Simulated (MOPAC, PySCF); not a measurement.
Lewis adduct: AlH3 (SMILES [AlH3]) (first 4 atoms) with H2O (SMILES O); geometry from B3LYP-D3(BJ)/def2-TZVP, rigid monomers moved along the line of their centres of mass till Al1···O5 is 2.86 Å.
(charge 0, multiplicity 1):
```xyz
7

Al    -0.02131     0.21827     0.32569
H      0.60330    -0.93481    -0.56573
H     -1.60833     0.38573     0.33738
H      0.86874     1.50996     0.61919
O      0.15681    -0.83836     2.97936
H     -0.70824    -0.93996     3.39698
H      0.70491    -0.29374     3.55903
```

Interaction energies are E(AB) − E(A) − E(B) at the monomers' geometry in the complex; basis-set methods are counterpoise corrected. Rows marked so take none.

Rows in 6-31G* carry no dispersion term and start afresh at each structure (6-31G* with six Cartesian d functions). The state that PM6 reach isn't checked.

The values were computed with MOPAC for PM6 (differences of heats of formation); PySCF for 6-31G* rows. Each number belongs to the level named beside it.

### Question
One of these levels gives -63.7 kJ/mol for the interaction energy. Which?
A) M06-2X/6-31G* (no counterpoise)
B) PM6
C) HF/6-31G*

### Answer
A, M06-2X/6-31G* (no counterpoise). The others give -16.5 (PM6), -47.3 (HF/6-31G*)
